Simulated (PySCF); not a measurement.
Compound: BrH.
SMILES: `Br`

Theory: PySCF, PBE/def2-TZVP geometry optimisation, gas phase.

Take the most abundant isotopes and a rigid rotor. 

Question: What are the moment of inertia and the rotational constant?

Answer: I = 2.043 u·Å², B = 505379 MHz·u·Å²/I = 247425 MHz (8.2532 cm⁻¹, or 11.875 K as hB/k). For two atoms I = μr² with μ = 0.9951 u and r = 1.4327 Å.

Question: List the first levels of a rigid rotor in a Σ state.

Answer: E(J) = BJ(J+1): J = 1: 16.506, J = 2: 49.519, J = 3: 99.039, J = 4: 165.065, J = 5: 247.597, J = 6: 346.635 cm⁻¹.

Question: Where do the first rotational lines fall?

Answer: The dipole is 0.91 D; J+1 ← J lies at 2B(J+1): 1 ← 0 at 494.85 GHz, 2 ← 1 at 989.70 GHz, 3 ← 2 at 1484.55 GHz, 4 ← 3 at 1979.40 GHz, 5 ← 4 at 2474.25 GHz, 6 ← 5 at 2969.11 GHz.

Not checked by PBE/def2-TZVP frequencies. These are rigid-rotor constants of the computed structure; measured ground-state constants (B0) also hold zero-point vibration.
